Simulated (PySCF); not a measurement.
Diatomic cations of Br with group 14

MP2 with triple-zeta basis sets in PySCF, for the lowest determinant that a PBE0 search found; no spin–orbit coupling. De refers to high-spin ground-configuration atoms (the charge goes to the atom of lower measured ionisation energy or higher electron affinity, which is not always the lowest computed limit).

```json
{"M": "C", "basis": "cc-pVTZ/cc-pVTZ-PP", "reference, frozen orbitals": "RHF, 5", "charged atom": "C+", "state (unpaired electrons)": "singlet (closed shell)", "Re (Å)": "1.681", "ωe (cm⁻¹)": "1043", "De (eV)": "6.23"}
{"M": "Si", "basis": "def2-TZVPPD", "reference, frozen orbitals": "RHF, 14", "charged atom": "Si+", "state (unpaired electrons)": "singlet (closed shell)", "Re (Å)": "2.102", "ωe (cm⁻¹)": "549", "De (eV)": "4.77"}
{"M": "Sn", "basis": "def2-TZVPPD", "reference, frozen orbitals": "RHF, 13", "charged atom": "Sn+", "state (unpaired electrons)": "singlet (closed shell)", "Re (Å)": "2.387", "ωe (cm⁻¹)": "311", "De (eV)": "3.93"}
```

Question: The row for M = Ge is missing. Estimate Re, ωe and De as the mean of the rows for Si and Sn, and compare with the calculation.

Answer: The means are 2.244 Å, 430 cm⁻¹ and 4.35 eV. RHF-MP2 in def2-TZVPPD gives GeBr⁺ as a singlet (closed shell) with Re = 2.192 Å, ωe = 386 cm⁻¹, De = 4.36 eV, so the estimate is off by +5.3 pm, +11 % and -0.01 eV.

The rows differ in basis set, which adds steps of its own.

Correlated steps freeze the inner cores (5 to 18 orbitals); shallow outer-core shells are correlated. Spin–orbit coupling is left out, which matters for elements this heavy, above all for dissociation energies. For an ion De counts to the pair picked by the measured ionisation energies or electron affinities, which need not be the lowest pair at this level. Where the molecule has an RHF reference, its open-shell atoms are computed with UHF.
